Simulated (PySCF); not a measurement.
From MP2 to CCSD(T): MCs along the second period

MP2 and CCSD(T) in PySCF with def2-TZVP on every atom (core potentials on Cs), for the lowest determinant that a PBE0 search found; no spin–orbit coupling.

```tsv
molecule	state (unpaired electrons)	MP2 Re (Å)	MP2 ωe (cm⁻¹)	MP2 De (eV)	CCSD(T) Re (Å)	CCSD(T) ωe (cm⁻¹)	CCSD(T) De (eV)
CsLi	singlet (closed shell)	3.754	177	0.35	?	?	?
CsBe	doublet (σ ↑)	4.455	49.0	0.03	4.293	57.9	0.04
CsC	quartet (σ ↑, π ↑↑)	2.783	302	2.10	2.793	297	2.03
CsF	singlet (closed shell)	2.418	344	5.03	2.421	344	4.72
```

Task: Estimate the CCSD(T) values of CsLi by adding the mean shift from MP2 to CCSD(T) of the other rows, and compare with the calculation.

Result: The mean shifts are -5.0 pm, +1 cm⁻¹ and -0.12 eV, which give 3.704 Å, 178 cm⁻¹ and 0.23 eV. CCSD(T)/def2-TZVP gives Re = 3.776 Å, ωe = 170 cm⁻¹, De = 0.60 eV.

Task: What are the mean differences of MP2 from CCSD(T) over the whole series?

Result: Re +3.2 pm, ωe +1 cm⁻¹, De +0.03 eV.

In a basis of this size CCSD(T) is itself not converged; it tends to give bonds that are too long and too weak.

Correlated steps freeze the inner cores (0 to 1 orbitals); shallow outer-core shells are correlated. UHF and ROHF references stand side by side, which adds small steps between rows. Weak bonds: CsBe, CsLi. Basis-set superposition, not corrected here, can be much of De in a small basis, most of all at correlated wavefunction levels. Spin–orbit coupling is left out, which matters for elements this heavy, above all for dissociation energies. Where the molecule has an RHF reference, its open-shell atoms are computed with UHF. States were picked by a PBE0 search and need not be the measured ground states.
